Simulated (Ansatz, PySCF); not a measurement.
Gas-phase reaction (SMILES): C=C[Si](O)(O)O [ethenyl(trihydroxy)silane] + N (NH3) → N[Si](O)(O)O + C=C (C2H4) [ethene]; ammonia cleaves one Si-C bond, a model of a ligand-exchange step.

Geometries: B3LYP-D3(BJ)/def2-TZVP minima from Ansatz (a first-principles code), one conformer each, not searched for the lowest. Cores are frozen in the correlated levels unless marked. Spin-orbit coupling is left out. No relativistic terms. Basis-set limits of correlation are two-point, X^-3; Hartree-Fock from the larger set. Thermal terms are rigid-rotor harmonic-oscillator values from B3LYP-D3(BJ) frequencies (PySCF) at 298.15 K and 1 atm. 1 Eh = 627.5095 kcal/mol.

```csv
species,"E, CCSD(T)/CBS(cc-pV(T+d)Z,cc-pV(Q+d)Z) (Ansatz) (Eh)","E, PBE/def2-TZVPD (Ansatz) (Eh)",H - E (Eh),G - E (Eh)
C=C[Si](O)(O)O,-594.45490,-594.78031,0.09513,0.05331
N (NH3),-56.50369,-56.51037,0.03799,0.01614
N[Si](O)(O)O,-572.50706,-572.81018,0.07786,0.03793
C=C (C2H4),-78.47456,-78.50050,0.05494,0.03009
```

Question: Work out ΔE and ΔH, ΔG, ΔS and the equilibrium constant at 298.15 K at the first level, then ΔH at the second.

Answer: 
1. ΔE = [(-572.50706) + (-78.47456)] - [(-594.45490) + (-56.50369)] = -0.02303 Eh = -14.5 kcal/mol at CCSD(T)/CBS(cc-pV(T+d)Z,cc-pV(Q+d)Z).
2. The terms H - E add up to -0.00032 Eh, so ΔH = (-0.02303 + (-0.00032))×627.5095 = -14.7 kcal/mol.
3. The terms G - E add up to -0.00143 Eh, so ΔG = -15.3 kcal/mol, and ΔS = (-0.00032 - (-0.00143))×627509.5/298.15 = 2.3 cal/(mol K).
4. log10 K = -ΔG/(RT ln 10) = 11.2, with RT ln 10 = 1.3642 kcal/mol.
5. At PBE/def2-TZVPD the same steps give ΔE = -12.6 and ΔH = -12.8 kcal/mol, a shift of +1.9 from the first level.
6. These values are not checked against measurement here, since the tables used lack a sound gas-phase enthalpy of formation for at least one species.
